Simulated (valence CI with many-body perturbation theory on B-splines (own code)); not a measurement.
**E1 transitions of P⁸⁺**

Calculated by valence CI with perturbative core correlation (CI+MBPT): five valence electrons over a frozen Dirac-Fock core [He], a basis of 11 s, 11 p, 10 d, 8 f, 5 g, 2 h functions for each j, with the one-electron correlation potential Σ1 (screened to all orders), the two-electron term Σ2, the three-electron term Σ3, Breit, model QED; selected single and double excitations, second order for the rest, scaled by the run's own slope (own B-spline code, finite nucleus).

No measured spectrum was set against this ion. As an estimate, levels of excited configurations hold to 0.05 to 0.15 % of their energy, terms of the ground configuration to about 0.5 %. Among the levels kept, up to 6100 cm⁻¹ of a level comes from second order outside the variational space, and about a tenth of that is noise between levels of different J, which matters for small intervals.

Lines 51 to 100 of 600 in falling wavelength, among levels below 2384900 cm⁻¹, chosen from the strongest by gf and those to the six lowest levels. Wavelengths and rates use the calculated energies, so an error of 300 cm⁻¹ moves a line at 1048 Å by 0.31 % and its rate by three times that or more. Electric multipoles are in the length gauge, E1 and E2 with the static RPA response of the core. Weak lines are less certain than strong ones. Lines between different terms over intervals too small for the method are left out, as are lines whose strength nearly cancels. The highest levels of a list are the least certain.

Names give the largest LS component (configuration and term), which can be under half, so a name can repeat, a term be missing and a line seem to break the LS rules; names also repeat where a configuration has a term twice. Letters in brackets count levels of one name in rising energy.

| λ vac (Å) | Upper | Lower | A (s⁻¹) | S (a.u.) with core polarisation | S without |
| --- | --- | --- | --- | --- | --- |
| 1048 | 2s2 2p2 3p 4D°_3/2 | 2s2 2p2 3s 4P_1/2 | 3.97e+08 | 9.01e-01 | 9.01e-01 |
| 1041 | 2s 2p3 3p 4F_3/2 | 2s 2p3 3s 4D°_1/2 | 6.77e+08 | 1.51e+00 | 1.51e+00 |
| 1037 | 2s 2p3 3p 4F_5/2 | 2s 2p3 3s 4D°_3/2 | 7.66e+08 | 2.53e+00 | 2.53e+00 |
| 1036 | 2s 2p3 3p 4D_5/2 [b] | 2s 2p3 3s 4P°_5/2 | 2.45e+08 | 8.07e-01 | 8.08e-01 |
| 1036 | 2s 2p3 3p 4D_1/2 [b] | 2s 2p3 3s 4P°_1/2 | 6.78e+08 | 7.43e-01 | 7.43e-01 |
| 1035 | 2s 2p3 3p 4D_3/2 [b] | 2s 2p3 3s 4P°_3/2 | 4.41e+08 | 9.65e-01 | 9.65e-01 |
| 1034 | 2s 2p3 3p 4D_3/2 [b] | 2s 2p3 3s 4P°_1/2 | 3.39e+08 | 7.40e-01 | 7.41e-01 |
| 1033 | 2s 2p3 3p 4D_7/2 [b] | 2s 2p3 3s 4P°_5/2 | 8.23e+08 | 3.58e+00 | 3.58e+00 |
| 1033 | 2s 2p3 3p 4D_5/2 [b] | 2s 2p3 3s 4P°_3/2 | 5.78e+08 | 1.89e+00 | 1.89e+00 |
| 1031 | 2s 2p3 3p 4F_7/2 | 2s 2p3 3s 4D°_5/2 | 8.43e+08 | 3.65e+00 | 3.65e+00 |
| 1031 | 2s 2p3 3d 4P°_5/2 [b] | 2s 2p3 3p 4P_5/2 [c] | 2.17e+08 | 7.03e-01 | 7.03e-01 |
| 1031 | 2s2 2p2 3p 2F°_5/2 | 2s2 2p2 3s 2D_3/2 | 7.53e+08 | 2.44e+00 | 2.44e+00 |
| 1030 | 2s2 2p2 3p 4P°_3/2 | 2s2 2p2 3s 4P_5/2 | 2.59e+08 | 5.58e-01 | 5.58e-01 |
| 1029 | 2s 2p3 3d 4P°_5/2 [b] | 2s 2p3 3p 4P_3/2 [c] | 1.16e+08 | 3.76e-01 | 3.76e-01 |
| 1028 | 2s 2p3 3p 4F_9/2 | 2s 2p3 3s 4D°_7/2 | 8.75e+08 | 4.69e+00 | 4.69e+00 |
| 1022 | 2s 2p3 3p 6P_3/2 | 2s 2p3 3s 6S°_5/2 | 8.61e+08 | 1.82e+00 | 1.82e+00 |
| 1021 | 2s 2p3 3d 4P°_5/2 [a] | 2s 2p3 3p 4P_5/2 [b] | 4.23e+08 | 1.34e+00 | 1.34e+00 |
| 1019 | 2s 2p3 3d 4P°_5/2 [a] | 2s 2p3 3p 4P_3/2 [b] | 1.93e+08 | 6.05e-01 | 6.05e-01 |
| 1016 | 2s 2p3 3p 6P_5/2 | 2s 2p3 3s 6S°_5/2 | 8.77e+08 | 2.72e+00 | 2.73e+00 |
| 1014 | 2s 2p3 3d 2D°_5/2 [a] | 2s 2p3 3p 2D_5/2 [a] | 3.57e+08 | 1.10e+00 | 1.10e+00 |
| 1013 | 2s2 2p2 3p 2F°_7/2 | 2s2 2p2 3s 2D_5/2 | 8.19e+08 | 3.36e+00 | 3.36e+00 |
| 1012 | 2s 2p3 3d 4P°_3/2 [a] | 2s 2p3 3p 4P_1/2 [b] | 2.31e+08 | 4.73e-01 | 4.73e-01 |
| 1009 | 2s 2p3 3d 4P°_3/2 [a] | 2s 2p3 3p 4P_5/2 [b] | 3.22e+08 | 6.53e-01 | 6.53e-01 |
| 1007 | 2s 2p3 3p 6P_7/2 | 2s 2p3 3s 6S°_5/2 | 9.04e+08 | 3.64e+00 | 3.64e+00 |
| 1002 | 2s2 2p2 3p 4P°_5/2 | 2s2 2p2 3s 4P_5/2 | 6.34e+08 | 1.89e+00 | 1.89e+00 |
| 999.6 | 2s 2p3 3d 4P°_1/2 [a] | 2s 2p3 3p 4P_3/2 [b] | 5.21e+08 | 5.14e-01 | 5.14e-01 |
| 991.3 | 2s2 2p2 3p 4P°_1/2 | 2s2 2p2 3s 4P_3/2 | 6.88e+08 | 6.62e-01 | 6.62e-01 |
| 985.9 | 2s 2p3 3d 4F°_5/2 [a] | 2s 2p3 3p 4F_5/2 | 1.38e+08 | 3.91e-01 | 3.91e-01 |
| 984.6 | 2s 2p3 3d 4F°_7/2 [a] | 2s 2p3 3p 4F_7/2 | 1.81e+08 | 6.81e-01 | 6.81e-01 |
| 983.5 | 2s2 2p2 3p 4P°_3/2 | 2s2 2p2 3s 4P_3/2 | 2.50e+08 | 4.69e-01 | 4.69e-01 |
| 983.4 | 2s 2p3 3d 2D°_3/2 [a] | 2s 2p3 3p 2D_3/2 [a] | 4.28e+08 | 8.03e-01 | 8.03e-01 |
| 980.5 | 2s 2p3 3d 4D°_3/2 [c] | 2s 2p3 3p 4P_3/2 [c] | 3.88e+08 | 7.21e-01 | 7.21e-01 |
| 980.5 | 2s 2p3 3d 4D°_5/2 [c] | 2s 2p3 3p 4P_5/2 [c] | 2.38e+08 | 6.64e-01 | 6.64e-01 |
| 980.2 | 2s 2p3 3d 4F°_9/2 [a] | 2s 2p3 3p 4F_9/2 | 3.10e+08 | 1.44e+00 | 1.44e+00 |
| 979.8 | 2s 2p3 3d 4D°_7/2 [c] | 2s 2p3 3p 4P_5/2 [c] | 7.30e+08 | 2.71e+00 | 2.71e+00 |
| 979.1 | 2s 2p3 3d 4D°_5/2 [c] | 2s 2p3 3p 4P_3/2 [c] | 4.73e+08 | 1.31e+00 | 1.31e+00 |
| 979.0 | 2s 2p3 3d 4D°_1/2 [c] | 2s 2p3 3p 4P_1/2 [c] | 6.06e+08 | 5.61e-01 | 5.61e-01 |
| 978.3 | 2s 2p3 3d 4D°_3/2 [c] | 2s 2p3 3p 4P_1/2 [c] | 2.87e+08 | 5.30e-01 | 5.30e-01 |
| 968.5 | 2s 2p3 3p 2D_3/2 [c] | 2s 2p3 3s 2D°_3/2 [b] | 7.80e+08 | 1.40e+00 | 1.40e+00 |
| 967.6 | 2s 2p3 3p 2D_5/2 [c] | 2s 2p3 3s 2D°_5/2 [b] | 7.77e+08 | 2.08e+00 | 2.08e+00 |
| 957.8 | 2s2 2p2 3d 2P_3/2 [b] | 2s2 2p2 3p 2P°_3/2 [b] | 5.30e+08 | 9.20e-01 | 9.20e-01 |
| 957.6 | 2s2 2p2 3p 4P°_5/2 | 2s2 2p2 3s 4P_3/2 | 1.42e+08 | 3.69e-01 | 3.69e-01 |
| 955.5 | 2s2 2p2 3p 2P°_3/2 [a] | 2s2 2p2 3s 2P_3/2 | 5.85e+08 | 1.01e+00 | 1.01e+00 |
| 953.0 | 2s2 2p2 3p 4P°_3/2 | 2s2 2p2 3s 4P_1/2 | 2.99e+08 | 5.11e-01 | 5.11e-01 |
| 948.2 | 2s2 2p2 3p 2P°_1/2 [c] | 2s2 2p2 3s 2S_1/2 | 9.82e+08 | 8.26e-01 | 8.27e-01 |
| 948.1 | 2s2 2p2 3p 2P°_3/2 [c] | 2s2 2p2 3s 2S_1/2 | 9.77e+08 | 1.64e+00 | 1.64e+00 |
| 944.8 | 2s 2p3 3d 4F°_9/2 [b] | 2s 2p3 3p 4D_7/2 [b] | 1.03e+09 | 4.27e+00 | 4.28e+00 |
| 942.8 | 2s2 2p2 3d 2F_5/2 [b] | 2s2 2p2 3p 2D°_3/2 [b] | 3.61e+08 | 8.96e-01 | 8.96e-01 |
| 941.6 | 2s2 2p2 3d 2P_1/2 [b] | 2s2 2p2 3p 2P°_1/2 [b] | 4.28e+08 | 3.53e-01 | 3.53e-01 |
| 941.3 | 2s2 2p2 3d 2F_5/2 [b] | 2s2 2p2 3p 2D°_5/2 [b] | 3.01e+08 | 7.43e-01 | 7.43e-01 |
